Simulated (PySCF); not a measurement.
# Steps of a relaxation of [Gd(HCN)]3+

[Gd(HCN)]3+ (singlet in the valence; each metal's 4f electrons, 7 of them, lie in its core potential, out of spins and levels). PySCF 2.14.0, RKS PBE0, Gd lcecp-1-SVP with ECP53, N def2-SVP, C def2-SVP, H def2-SVP; non-relativistic Hamiltonian with scalar-relativistic core potentials where named; density fitting; no spin-orbit coupling. Origin of the start: template. Columns: position (Å) and force (eV/Å). Energies are counted from the last step; some of the 7 steps are shown. Forces carry noise of the integration grid, about 0.01 to 0.03 eV/Å.

Run from Python with OMP_NUM_THREADS=2. Where DIIS fails, smearing, a level shift and second-order steps follow.
It took 9 s on 2 threads of Arm Neoverse V1 (shared host), from the converged density of the start.

```xyz
4
step 0  E = 0.430 eV
Gd    0.0000    0.0000   -0.4573     0.00    0.00    2.19
N     0.0000    0.0000    2.0752     0.00    0.00   -2.19
C     0.0000    0.0000    3.2352     0.00    0.00   -1.47
H     0.0000    0.0000    4.3052     0.00    0.00    1.47
```

```xyz
4
step 2  E = 0.043 eV
Gd    0.0000    0.0000   -0.2028     0.00    0.00   -1.05
N     0.0000    0.0000    1.9636     0.00    0.00    0.66
C     0.0000    0.0000    3.1286     0.00    0.00    1.07
H     0.0000    0.0000    4.2688     0.00    0.00   -0.67
```

```xyz
4
step 4  E = 0.000 eV
Gd    0.0000    0.0000   -0.2535     0.00    0.00    0.07
N     0.0000    0.0000    1.9866     0.00    0.00    0.00
C     0.0000    0.0000    3.1532     0.00    0.00    0.04
H     0.0000    0.0000    4.2720     0.00    0.00   -0.10
```

Task: Where does the relaxation end?

Result: It converges at step 6 in C∞v:
```xyz
4
step 6  E = 0
Gd    0.0000    0.0000   -0.2490
N     0.0000    0.0000    1.9863
C     0.0000    0.0000    3.1526
H     0.0000    0.0000    4.2685
```

Task: How did the contacts change?

Result: 
| contact | start (Å) | end (Å) |
| --- | --- | --- |
| Gd1–N2 (HCN) | 2.533 | 2.235 |


An lcecp potential fixes the number of 4f electrons, so in runs with it no electron can move into or out of that shell.
